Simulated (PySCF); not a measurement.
**Simulated absorption spectrum**

C7H3F3.
Geometry (GFN2-xTB, Å), atoms numbered from 1 in this order:
```
atom  x, y, z in Å
C1    -2.257   -2.395   -2.341
C2    -1.787   -1.630   -1.541
C3    -1.237   -0.742   -0.607
C4     0.079   -0.635   -0.362
F5     0.978   -1.398   -1.016
C6     0.626    0.260    0.578
C7     1.162    0.998    1.365
C8     1.693    1.931    2.342
F9     1.354    3.209    2.034
F10    1.183    1.690    3.577
H11   -2.674   -3.057   -3.039
H12   -1.919   -0.110   -0.056
H13    2.794    1.878    2.413
```

Method: TDDFT wB97X-D/def2-SVPD, vertical, gas phase, core orbitals frozen in the response (PySCF).

Broadening: Gaussians 0.25 eV wide at half height, area fixed by f = 4.319×10⁻⁹ ∫ε dν̃. The width is an assumption, not a result. The curve ends short of the highest state used, and states not computed would add to its high-energy end.

| λ (nm) | ε (L mol⁻¹ cm⁻¹) |
| --- | --- |
| 185.3 | 0 |
| 188.0 | 6 |
| 190.6 | 50 |
| 193.3 | 214 |
| 195.9 | 426 |
| 198.6 | 445 |
| 201.3 | 248 |
| 203.9 | 81 |
| 206.6 | 15 |
| 209.2 | 2 |
| 211.9 | 0 |
| 214.5 | 0 |
| 217.2 | 1 |
| 219.8 | 3 |
| 222.5 | 9 |
| 225.1 | 16 |
| 227.8 | 19 |
| 230.4 | 16 |
| 233.1 | 12 |
| 235.7 | 26 |
| 238.4 | 176 |
| 241.0 | 944 |
| 243.7 | 3960 |
| 246.3 | 11768 |
| 249.0 | 27402 |
| 251.7 | 48519 |
| 254.3 | 65948 |
| 257.0 | 71536 |
| 259.6 | 62400 |
| 262.3 | 43902 |
| 264.9 | 25881 |
| 267.6 | 12422 |
| 270.2 | 5180 |
| 272.9 | 1774 |
| 275.5 | 545 |
| 278.2 | 138 |

(1) Locate the maxima and give the states behind the curve.

(2) On this curve, what absorbance would a 10⁻³ mol/L sample give at 222 nm over a 1 cm path?

## Answers

(1) 257 nm (4.83 eV), ε about 72000, made up of S1 (100%); 228 nm (5.44 eV), ε about 19, made up of S3 (100%); 197 nm (6.28 eV), ε about 470, made up of S5 (99%) (ε in L mol⁻¹ cm⁻¹; maxima over ε = 5, shares over 10%). The states used: S1 4.83 eV (f 0.665); S2 5.07 eV (f 0.0000); S3 5.44 eV (f 0.0002); S4 5.58 eV (f 0.0000); S5 6.28 eV (f 0.0044); S6 6.28 eV (f 0.0000); S7 7.15 eV (f 0.0052); S8 7.29 eV (f 0.384).

(2) 222 nm is 5.585 eV, where ε is about 8.1 L mol⁻¹ cm⁻¹, so A = ε c l ≈ 0.0081 (Beer–Lambert, with the gas-phase spectrum and the assumed width).

On one thread of an Arm Neoverse N1 (shared host), this took 2.0 min of wall time (with the writing of density and orbital grids) and 1.0 GiB of memory at its peak.
